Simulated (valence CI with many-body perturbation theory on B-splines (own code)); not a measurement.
# Ag16+: what each term of the Hamiltonian does

Computed by relativistic CI+MBPT: three valence electrons over a frozen Dirac-Fock core [Ar] 3d10, a basis of 11 s, 11 p, 9 d, 7 f, 5 g, 2 h, 1 i functions for each j, with the one-electron correlation potential Σ1, the two-electron term Σ2, the three-electron term Σ3, Breit, model QED; selected CI, second order for the rest (own B-spline code, finite nucleus).

No measured levels were compared; by estimate levels hold to about 250 cm⁻¹ or 0.2 % of their energy and the worst to 1 %, as in measured heavy ions of charge 2 to 7; those with d or f electrons hold less well.

Each rung adds one term. CI alone is the Dirac-Coulomb CI over the frozen core; QED comes last and gives the full result, which names the levels. Energies are above 4s2 4p 2P°_1/2 on the same rung, in eV. A blank means that the level has no clear partner on that rung.

Names give the largest LS component (configuration and term), which can be under half, so a name can repeat, a term be missing and a line seem to break the LS rules; names also repeat where a configuration has a term twice. Letters in brackets count levels of one name in rising energy.

```tsv
Level	CI alone	+ Σ1	+ Σ2	+ Σ3	+ Breit	Full
4s2 4p 2P°_3/2	7.47	7.55	7.58	7.58	7.47	7.48
4s 4p2 4P_1/2	34.18	34.24	34.58	34.59	34.66	34.51
4s 4p2 4P_3/2	38.30	38.42	38.83	38.84	38.83	38.69
4s 4p2 4P_5/2	41.07	41.20	41.56	41.56	41.53	41.39
4s 4p2 2D_3/2	47.10	47.23	47.30	47.30	47.27	47.13
4s 4p2 2D_5/2	49.69	49.87	50.07	50.08	49.97	49.85
4s 4p2 2P_1/2	52.04	52.17	51.62	51.61	51.62	51.48
4s 4p2 2S_1/2	59.33	59.54	59.14	59.13	59.03	58.90
4s 4p2 2P_3/2	60.64	60.84	60.11	60.11	60.01	59.88
4s2 4d 2D_3/2	75.05	75.21	74.66	74.66	74.46	74.45
4s2 4d 2D_5/2	76.31	76.49	75.96	75.95	75.71	75.71
4p3 4S°_3/2 [a]	85.94	86.11	85.90	85.91	85.99	85.69
4p3 4S°_3/2 [b]	90.63	90.87	90.75	90.76	90.73	90.46
4p3 2D°_5/2	90.93	91.17	91.29	91.30	91.26	90.99
4p3 2P°_1/2	96.93	97.18	96.91	96.90	96.88	96.60
4p3 2P°_3/2	101.04		101.39	101.39	101.27	101.04
4s 4p 4d 4F°_3/2	101.63		102.04	102.06	101.95	101.77
4s 4p 4d 4F°_5/2	102.83	103.03	103.38	103.40	103.27	103.11
4s 4p 4d 4F°_7/2	105.28	105.50	105.84	105.86	105.68	105.53
```

(1) How does the ionisation energy move along the ladder, and which term matters most?

## Answers

(1) CI alone 408.48, + Σ1 409.80, + Σ2 409.60, + Σ3 409.57, + Breit 409.28, + QED 409.30 eV. The largest step is Σ1, 1.32 eV. NIST lists 408.43 ± 0.16 eV (semi-empirical).
